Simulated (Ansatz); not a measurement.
`O[Si](F)(F)F` → F• + `O[Si](F)F`• at 700 K and 1 bar (homolysis of the F–Si bond).

Gas-phase electronic energies from Ansatz, PBE0-D4/def2-TZVP geometries. CCSD(T)/CBS is the MP2 limit (def2-TZVPP, def2-QZVPP) plus CCSD(T) − MP2 in def2-TZVPP, frozen cores. This one scheme is used for every species, atoms too. Open shells (•) are unrestricted, without spin–orbit coupling. Spin–orbit coupling would lower the free atoms: a little for F. Each species was taken in one conformer, which may not be the lowest.

| species | CCSD(T)/CBS energy (Eh) | H − E (kJ/mol) | S (J/(mol·K)) |
| --- | --- | --- | --- |
| `O[Si](F)(F)F` | -664.50577 | 120.5 | 401.6 |
| F• | -99.66871 | 14.6 | 178.2 |
| `O[Si](F)F`• | -564.56855 | 100.1 | 371.8 |

H − E and S are ideal-gas, rigid-rotor, harmonic terms from PBE0-D4/def2-TZVP, for one conformer and one mirror image of each species, with the whole ground term of open shells counted as degenerate. 1 Eh = 2625.50 kJ/mol, R = 8.31446 J/(mol·K).

By hand: ΔE, ΔH, ΔS and ΔG.

ΔE = (-99.66871) + (-564.56855) − (-664.50577) = 0.26851 Eh = 705.0 kJ/mol. Δ(H − E) = 14.6 + 100.1 − 120.5 = -5.8, so ΔH = 699.2 kJ/mol. ΔS = 178.2 + 371.8 − 401.6 = 148.4 J/(mol·K). ΔG = 699.2 − 700 × (148.4)/1000 = 595.3 kJ/mol.

By hand: the equilibrium constant, and the temperature at which ΔG would vanish if ΔH and ΔS stayed fixed.

log₁₀ K = −ΔG/(RT ln 10) = -44.4. ΔG = 0 at ΔH/ΔS = 4712 K, far beyond where these terms or the molecules hold.

The number of gas molecules changes by +1, which sets the sign of ΔS. A doubt of 5 kJ/mol in ΔE shifts log₁₀ K by 0.4 here. Other conformers and mirror images would add mixing entropy, several J/(mol·K) or more a flexible species. These are equilibria of isolated gas molecules and say nothing of rates. Largest T1 diagnostic: 0.014 (customary marks: 0.02 for closed shells, 0.045 for open ones).
